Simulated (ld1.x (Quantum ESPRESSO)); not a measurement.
# Reading a pseudo-wave (W (Z = 74))

Columns: radius, all-electron u(r) and pseudo u(r) of the 6s shell (level -5.63 eV) of tungsten in the configuration [Kr] 4d10 4f14 5s2 5p6 5d4.5 6s1.5 6p0; LDA (PZ), scalar-relativistic, ultrasoft scheme, ld1.x (Quantum ESPRESSO) 7.5.

| r (bohr) | all-electron | pseudo |
| --- | --- | --- |
| 0.132 | 0.1181 | 0.2863 |
| 0.265 | -0.0922 | 0.5372 |
| 0.398 | -0.1653 | 0.7192 |
| 0.530 | 0.0201 | 0.8124 |
| 0.663 | 0.2064 | 0.8133 |
| 0.795 | 0.2910 | 0.7309 |
| 0.928 | 0.2776 | 0.5840 |
| 1.060 | 0.1985 | 0.4010 |
| 1.193 | 0.0840 | 0.2054 |
| 1.325 | -0.0409 | 0.0220 |
| 1.458 | -0.1633 | -0.1379 |
| 1.590 | -0.2733 | -0.2668 |
| 1.723 | -0.3686 | -0.3685 |
| 1.855 | -0.4468 | -0.4471 |
| 1.988 | -0.5093 | -0.5093 |
| 2.120 | -0.5565 | -0.5565 |
| 2.252 | -0.5906 | -0.5906 |
| 2.385 | -0.6134 | -0.6134 |
| 2.518 | -0.6263 | -0.6263 |
| 2.650 | -0.6309 | -0.6309 |
| 2.782 | -0.6288 | -0.6288 |
| 2.915 | -0.6210 | -0.6210 |
| 3.048 | -0.6087 | -0.6087 |
| 3.180 | -0.5931 | -0.5931 |
| 3.312 | -0.5747 | -0.5747 |
| 3.445 | -0.5541 | -0.5541 |

(1) How many radial nodes do the two functions have?

(2) At about which radius was the pseudo-wave matched?

(3) Is the pseudo-wave norm-conserving?

Results:

(1) The all-electron 6s function has n − l − 1 = 5 (the table is too coarse to show those close to the nucleus); the pseudo-wave has 1, since 1 lower shell of the same l stays in the valence.

(2) 2.00 bohr. The columns agree to 0.0005 from 1.72 bohr on; several derivatives are matched, so the curves merge somewhat inside the radius.

(3) No, it belongs to an ultrasoft set: the norm inside the radius is not constrained, and the difference is carried by the augmentation charge.
